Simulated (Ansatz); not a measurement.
Reactions of `[Cl][In]([Cl])[I]`.

Isolated molecules relaxed with PBE0-D4/def2-TZVP in Ansatz; ΔE leaves out vibrations. CCSD(T)/CBS adds triple-zeta CCSD(T) − MP2 to the extrapolated MP2 energy (def2 sets, frozen cores). This one scheme is used for every species. Functionals use def2-TZVPP. Elements past krypton have def2 core potentials. For I, In, Se, Sn outer-core shells are correlated without core-valence functions, which leaves a few kJ/mol of doubt a bond. Scalar relativity is left out up to krypton. Each species was taken in one conformer, which may not be the lowest.

```csv
reaction,r2SCAN-D4 (kJ/mol),MP2/CBS(def2) (kJ/mol),CCSD(T)/CBS(def2) (kJ/mol)
`[Cl][In]([Cl])[I]` + `CO[SiH](C)[SiH3]` → `C[O][In]([Cl])[Cl]` + `C[SiH]([SiH3])I`,114,111,113
`[Cl][In]([Cl])[I]` + `[F][Sn]([F])([F])[SiH3]` → `[SiH3][In]([Cl])[Cl]` + `[F][Sn]([F])([F])[I]`,38,42,41
`[Cl][In]([Cl])[I]` + `F[Si](F)(F)F` → `[F][In]([Cl])[Cl]` + `F[Si](F)(F)I`,169,180,177
`[Cl][In]([Cl])[I]` + H₂Se → `[Cl][In]([Cl])[SeH]` + HI,26,32,29
`[Cl][In]([Cl])[I]` + `C[SiH]1CS1` → `[Cl][InH][I]` + `C[Si]1(Cl)CS1`,-1,3,5
`[Cl][In]([Cl])[I]` + `N[SiH3]` → `[NH2][In]([Cl])[Cl]` + `[SiH3]I`,87,87,86
`[Cl][In]([Cl])[I]` + `CNC` → `C[N](C)[In]([Cl])[Cl]` + HI,132,130,126
```

Largest T1 diagnostic: 0.015, for `C[O][In]([Cl])[Cl]`.
